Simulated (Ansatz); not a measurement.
Start from `[NH2][AlH][Br]` and change one atom or group to get `[CH3][Al]([NH2])[Br]`.

Ansatz, PBE0-D4/def2-TZVP geometries, multiplicity 1. Each molecule was computed in one conformer, which needn't be the lowest.

Scalar relativity is left out up to krypton.

```tsv
property	`[NH2][AlH][Br]`
HOMO energy (PBE/def2-TZVPP) / eV	-6.43
size of the dipole moment (ωB97M-V/def2-TZVPP) / D	2.23
HOMO–LUMO gap (B3LYP/def2-TZVPP) / eV	6.75
HOMO–LUMO gap (PBE0/def2-TZVPP) / eV	7.20
LUMO energy (ωB97M-V/def2-TZVPP) / eV	1.03
size of the dipole moment (B3LYP/def2-TZVPP) / D	2.21
```

Task: What does the change do to each property? (An estimate is asked.)

Result: The calculation gave: 
```tsv
property	`[CH3][Al]([NH2])[Br]`	shift
HOMO energy (PBE/def2-TZVPP) / eV	-6.22	0.21
size of the dipole moment (ωB97M-V/def2-TZVPP) / D	2.44	0.21
HOMO–LUMO gap (B3LYP/def2-TZVPP) / eV	6.97	0.22
HOMO–LUMO gap (PBE0/def2-TZVPP) / eV	7.51	0.31
LUMO energy (ωB97M-V/def2-TZVPP) / eV	1.35	0.32
size of the dipole moment (B3LYP/def2-TZVPP) / D	2.42	0.21
```

With PBE0 the HOMO rises by 0.19 eV and the LUMO rises by 0.50 eV, so the gap widens by about 0.31 eV. PBE moves the HOMO by 0.21 eV and ωB97M-V by 0.18 eV. The zero-point energy changes by 76.0 kJ/mol with +9 modes. Dipoles are sizes alone; their direction can turn.

B3LYP here is the variant with VWN-RPA as its local correlation; programs differ in this.

Spin–orbit coupling is left out; it splits and shifts lone-pair levels of the heavy atoms by tenths of an eV.
